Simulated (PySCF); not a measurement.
Si(F)(Cl)2(vinyl) (C₂H₃Cl₂FSi), SMILES C=C[Si](F)(Cl)Cl.

Coordinates come from a PBE-D3(BJ)/def2-SVP optimisation. The values are those of a single conformer.

Method: PBE-D3(BJ)/def2-SVP run with PySCF 2.14.0.

Frequencies are harmonic and unscaled.

```csv
mode,ν (cm⁻¹),IR (km/mol),moving atoms (share of kinetic energy)
1,75,0.0,"C 47 %, H 24 %, Cl 22 %"
2,143,0.1,"F 34 %, Cl 25 %, C 22 %, H 11 %, Si 8 %"
3,150,0.2,"H 32 %, C 28 %, Cl 24 %, F 15 %"
4,171,2.6,"Cl 58 %, C 15 %, Si 13 %"
5,255,6.9,"F 48 %, Cl 32 %, H 11 %"
6,255,17.8,"F 37 %, C 24 %, Cl 18 %, Si 17 %"
7,348,2.7,"Cl 41 %, C 35 %, H 11 %, F 8 %"
8,509,57.9,"Cl 31 %, Si 25 %, C 21 %, F 14 %, H 8 %"
9,510,0.1,"H 50 %, C 31 %, Cl 14 %"
10,626,254.3,"Si 63 %, Cl 21 %"
11,719,126.0,"Si 44 %, C 35 %, H 15 %"
12,889,96.8,"F 49 %, Si 42 %"
13,964,22.4,"H 72 %, C 28 %"
14,974,14.1,"H 78 %, C 15 %"
15,994,15.8,H 94 %
16,1226,0.5,"H 72 %, C 28 %"
17,1369,17.4,"H 85 %, C 15 %"
18,1618,13.4,"C 87 %, H 13 %"
19,3062,6.4,H 95 %
20,3093,0.2,"H 92 %, C 8 %"
21,3160,1.5,"H 89 %, C 11 %"
```
